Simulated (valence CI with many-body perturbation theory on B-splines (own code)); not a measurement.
Level structure of Te29+

Computed by configuration interaction combined with many-body perturbation theory (CI+MBPT): five valence electrons over a frozen Dirac-Fock core [Ar], a basis of 7 s, 7 p, 8 d, 6 f, 4 g, 1 h functions for each j, with the one-electron correlation potential Σ1, the two-electron term Σ2, the three-electron term Σ3, Breit, model QED; selected CI, second order for the rest, scaled by the run's own slope (own B-spline code, finite nucleus).

The last digits are not significant, and no measured levels were compared; by estimate large intervals hold to a few tenths of a per cent, small ones and those within an open d or f shell to about a per cent. Only levels of the ground parity were solved; by the run's estimate the other parity begins above the list, which can be wrong where configurations are misplaced.

Levels 1 to 37 of 37, with energies above the lowest level, (3d3/2^4 3d5/2) J=5/2 [a]. "Leading %" is the weight of the configuration and term that name the level; weights of strongly mixed levels are sums over their largest components and can fall short. In the jj column 3d3/2^4 stands for four electrons in 3d with j = 3/2. Lifetimes count E1, E2, E3, M1 and M2 decay at the calculated energies, and are blank where another channel may lead or the interval is too uncertain; long ones can be off by a factor of two.

| No. | Configuration | Term | J | E (cm⁻¹) | Leading % | Second component | g | Lifetime | Leading jj |
| --- | --- | --- | --- | --- | --- | --- | --- | --- | --- |
| 1 | 3d⁵ | ⁶S | 5/2 | 0 | 64 | 25 % 3d⁵ ⁴P | 1.802 |  | 3d3/2^4 3d5/2 (43 %) |
| 2 | 3d⁵ | ²F | 5/2 | 87090 | 26 | 24 % 3d⁵ ⁴G | 1.111 | 82.9 μs | 3d3/2^4 3d5/2 (51 %) |
| 3 | 3d⁵ | ⁴G | 7/2 | 136510 | 51 | 19 % 3d⁵ ²F | 1.119 | 201 μs | 3d3/2^3 3d5/2^2 (93 %) |
| 4 | 3d⁵ | ⁴D | 3/2 | 140930 | 42 | 41 % 3d⁵ ⁴P | 1.321 | 40.0 μs | 3d3/2^3 3d5/2^2 (91 %) |
| 5 | 3d⁵ | ⁴G | 11/2 | 143680 | 61 | 27 % 3d⁵ ²H | 1.177 |  | 3d3/2^3 3d5/2^2 (86 %) |
| 6 | 3d⁵ | ⁴G | 9/2 | 157510 | 67 | 14 % 3d⁵ ⁴F | 1.159 | 4.02 ms | 3d3/2^3 3d5/2^2 (71 %) |
| 7 | 3d⁵ | ⁴G | 5/2 | 158130 | 34 | 32 % 3d⁵ ⁴D | 1.103 | 69.9 μs | 3d3/2^3 3d5/2^2 (56 %) |
| 8 | 3d⁵ | ⁴P | 1/2 | 168650 | 63 | 26 % 3d⁵ ⁴D | 1.887 | 1.15 ms | 3d3/2^3 3d5/2^2 (65 %) |
| 9 | 3d⁵ | ⁴D | 7/2 | 197550 | 36 | 21 % 3d⁵ ⁴F | 1.207 | 199 μs | 3d3/2^3 3d5/2^2 (56 %) |
| 10 | 3d⁵ | ²D | 5/2 | 205090 | 36 | 18 % 3d⁵ ⁴D | 1.223 | 38.3 μs | 3d3/2^3 3d5/2^2 (49 %) |
| 11 | 3d⁵ | ²F | 7/2 | 225810 | 29 | 27 % 3d⁵ ⁴D | 1.161 | 101 μs | 3d3/2^2 3d5/2^3 (63 %) |
| 12 | 3d⁵ | ²I | 11/2 | 227710 | 62 | 29 % 3d⁵ ⁴G | 1.035 | 98.9 μs | 3d3/2^2 3d5/2^3 (88 %) |
| 13 | 3d⁵ | ²D | 3/2 | 235140 | 50 | 32 % 3d⁵ ⁴D | 0.925 | 155 μs | 3d3/2^2 3d5/2^3 (50 %) |
| 14 | 3d⁵ | ⁴D | 1/2 | 239300 | 73 | 21 % 3d⁵ ⁴P | 0.665 | 56.9 μs | 3d3/2^2 3d5/2^3 (89 %) |
| 15 | 3d⁵ | ²G | 9/2 | 243170 | 46 | 29 % 3d⁵ ⁴G | 1.147 | 107 μs | 3d3/2^2 3d5/2^3 (72 %) |
| 16 | 3d⁵ | ⁴P | 3/2 | 249410 | 45 | 41 % 3d⁵ ⁴F | 1.091 | 22.7 μs | 3d3/2^2 3d5/2^3 (84 %) |
| 17 | 3d⁵ | ²I | 13/2 | 250910 | 100 |  | 1.072 | 522 μs | 3d3/2^2 3d5/2^3 (100 %) |
| 18 | 3d⁵ | ²F | 5/2 | 265020 | 36 | 19 % 3d⁵ ⁴F | 1.018 | 35.8 μs | 3d3/2^2 3d5/2^3 (75 %) |
| 19 | 3d⁵ | ²H | 9/2 | 290690 | 53 | 46 % 3d⁵ ⁴F | 1.100 | 31.5 μs | 3d3/2^2 3d5/2^3 (99 %) |
| 20 | 3d⁵ | ²G | 7/2 | 302480 | 61 | 32 % 3d⁵ ²F | 0.992 | 128 μs | 3d3/2^2 3d5/2^3 (96 %) |
| 21 | 3d⁵ | ⁴F | 5/2 | 303520 | 43 | 24 % 3d⁵ ²F | 1.063 | 27.0 μs | 3d3/2^2 3d5/2^3 (71 %) |
| 22 | 3d⁵ | ²D | 3/2 | 324110 | 68 | 26 % 3d⁵ ⁴F | 0.743 | 71.9 μs | 3d3/2^2 3d5/2^3 (43 %) |
| 23 | 3d⁵ | ²F | 5/2 | 325750 | 37 | 21 % 3d⁵ ⁴P | 1.132 | 17.5 μs | 3d3/2 3d5/2^4 (54 %) |
| 24 | 3d⁵ | ²F | 7/2 | 332690 | 61 | 29 % 3d⁵ ²G | 1.072 | 38.3 μs | 3d3/2^2 3d5/2^3 (62 %) |
| 25 | 3d⁵ | ²S | 1/2 | 343560 | 70 | 15 % 3d⁵ ⁴P | 1.906 | 29.3 μs | 3d3/2^2 3d5/2^3 (44 %) |
| 26 | 3d⁵ | ⁴F | 7/2 | 360100 | 46 | 26 % 3d⁵ ²F | 1.188 | 23.6 μs | 3d3/2 3d5/2^4 (84 %) |
| 27 | 3d⁵ | ²G | 9/2 | 362900 | 52 | 26 % 3d⁵ ²H | 1.101 | 56.7 μs | 3d3/2^2 3d5/2^3 (54 %) |
| 28 | 3d⁵ | ²H | 11/2 | 368630 | 64 | 26 % 3d⁵ ²I | 1.061 | 22.4 μs | 3d3/2 3d5/2^4 (96 %) |
| 29 | 3d⁵ | ²D | 3/2 | 391220 | 69 | 16 % 3d⁵ ⁴D | 0.847 | 15.6 μs | 3d3/2 3d5/2^4 (66 %) |
| 30 | 3d⁵ | ²D | 5/2 | 409620 | 64 | 26 % 3d⁵ ²F | 1.106 | 18.2 μs | 3d3/2 3d5/2^4 (75 %) |
| 31 | 3d⁵ | ²G | 9/2 | 430310 | 91 |  | 1.107 | 34.2 μs | 3d3/2 3d5/2^4 (49 %) |
| 32 | 3d⁵ | ²D | 5/2 | 439320 | 52 | 28 % 3d⁵ ²F | 1.102 | 21.9 μs | 3d5/2^5 (48 %) |
| 33 | 3d⁵ | ²G | 7/2 | 454530 | 78 | 19 % 3d⁵ ²F | 0.943 | 27.5 μs | 3d3/2 3d5/2^4 (78 %) |
| 34 | 3d⁵ | ²P | 3/2 | 471800 | 79 | 19 % 3d⁵ ²D | 1.216 |  | 3d3/2^2 3d5/2^3 (83 %) |
| 35 | 3d⁵ | ²P | 1/2 | 518310 | 84 | 14 % 3d⁵ ²S | 0.860 | 22.6 μs | 3d3/2 3d5/2^4 (62 %) |
| 36 | 3d⁵ | ²D | 5/2 | 555600 | 88 | 5 % 3d⁵ ²F | 1.183 | 11.2 μs | 3d3/2^2 3d5/2^3 (52 %) |
| 37 | 3d⁵ | ²D | 3/2 | 576310 | 78 | 19 % 3d⁵ ²P | 0.890 | 14.1 μs | 3d3/2 3d5/2^4 (81 %) |

The ionisation energy to 3d⁴ ³P0 of the next ion comes out as 1707 eV (NIST: 1707 ± 4 eV (theoretical)). All 37 levels together are meant to be complete up to 599700 cm⁻¹.
